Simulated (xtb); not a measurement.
CuF2, SMILES [F][Cu-][F], charge -1, multiplicity 1. All values are semi-empirical tight-binding results from xtb (GFN2-xTB unless named), good for trends rather than for accurate numbers. The structure is a stationary point at GFN2-xTB. The spin state was assumed, not searched.

Optimised geometry:

Bonded distances (Å): Cu1–F2 1.763, Cu1–F3 1.763. Bond angles (°): F2–Cu1–F3 180.0.
Charge -1, spin multiplicity 1.

For metal compounds this method's bond lengths and energies can be far off.

Question: Estimate the properties. (An estimate is asked for; the answer gives what the named calculation found.)

Answer: 
The point group as xtb finds it is D∞h and the orbital gap comes out as 7.97 eV. The zero-point energy is 1.8 kcal/mol. The G − E(el) at 298.15 K (modified RRHO) comes out as -13.4 kcal/mol.

Computed atomic charges and the Wiberg bond orders between heavy atoms:
charges (e) Cu1 0.11, F2 -0.56, F3 -0.56. Bond orders Cu1–F2 0.72, Cu1–F3 0.72.
